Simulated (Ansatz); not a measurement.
Consider the cleavage of the In–Ge bond: `[Cl][InH][GeH3]` + H–F → `[F][InH][Cl]` + GeH₄.

Calculated with Ansatz (gas phase, PBE0-D4/def2-TZVP geometries, no zero-point term in ΔE). CCSD(T)/CBS is the MP2 limit (def2-TZVPP, def2-QZVPP) plus CCSD(T) − MP2 in def2-TZVPP, frozen cores. This one scheme is used for every species. DFT in def2-TZVPP. HSE06 is defined as in plane-wave codes. def2 core potentials past Kr. For Ge, In outer-core shells are correlated without core-valence functions, which leaves a few kJ/mol of doubt a bond. Scalar relativity is left out up to krypton.

Is it downhill or uphill in electronic energy at CCSD(T)/CBS, and by how much? (Best estimate.)

Ansatz gave: Nearly level: ΔE = -0.01 eV.

What do these levels give: LDA (SPW92), r2SCAN0-D4, ωB97M-V, HSE06, LC-ωPBE, HF/CBS(def2)? (Estimate.)

Computed: LDA (SPW92) 0.06, r2SCAN0-D4 -0.02, ωB97M-V -0.08, HSE06 0.02, LC-ωPBE -0.18, HF/CBS(def2) -0.26 eV.

Largest T1 diagnostic among the species: 0.015.

Leaving LDA and LC-ωPBE aside and taking each functional with its dispersion term where it has one, the values, not all of them listed here, spread over 0.32 eV, from B97M-V to HSE06-D4. LDA lies +0.10 eV from PBE without D4. From PBE to PBE0 (25 % exact exchange), in def2-TZVPP and without D4, ΔE moves by +0.05 eV.
